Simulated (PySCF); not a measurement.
C4H12Si (SMILES C[Si](C)(C)C), singlet, geometry from GFN2-xTB. Base run: TPSS/STO-3G (PySCF).

Geometry (Å):
```xyz
17

C     -0.4178    -1.2142    -1.4127
Si     0.0000     0.0000     0.0000
C      0.0055     1.7853    -0.6761
C     -1.3104    -0.1539     1.3797
C      1.7226    -0.4172     0.7091
H     -1.3940    -1.0042    -1.8395
H     -0.4293    -2.2416    -1.0613
H      0.3100    -1.1522    -2.2162
H      0.2404     2.5034     0.1039
H     -0.9621     2.0557    -1.0881
H      0.7418     1.9077    -1.4649
H     -2.3046     0.0775     1.0091
H     -1.3399    -1.1599     1.7874
H     -1.1021     0.5252     2.2011
H      1.7542    -1.4286     1.1032
H      2.4935    -0.3392    -0.0517
H      1.9921     0.2565     1.5170
```
Charge 0, spin multiplicity 1.
All else is at PySCF's defaults.
Base energy -444.05048 Eh.

The base run was repeated with changes; each row names its change, and settings that it needs were set with it.

| change | ΔE vs base (µEh) | grid points | electrons on the grid |
|---|---|---|---|
| base | 0.0 | 193352 | 49.99998 |
| grids.atom_grid = (30, 110) | -4308 | 41920 | 50.00018 |
| grids.prune = dft.gen_grid.sg1_prune | -18.3 | 83440 | 49.99999 |
| grids.level = 4 | -0.9 | 331848 | 50.00000 |
| grids.prune = dft.gen_grid.treutler_prune | -12.5 | 166816 | 49.99998 |
| grids.radi_method = mura_knowles | 1.5 | 184624 | 49.99998 |
| grids.atom_grid = (99, 590) | -1.2 | 554048 | 50.00000 |
| grids.becke_scheme = stratmann | -0.8 | 193352 | 49.99998 |
| grids.atom_grid = (75, 302) | 3.9 | 248400 | 49.99999 |
| grids.level = 1 | -117 | 56800 | 50.00004 |
| grids.level = 2 | -10.1 | 121224 | 49.99999 |
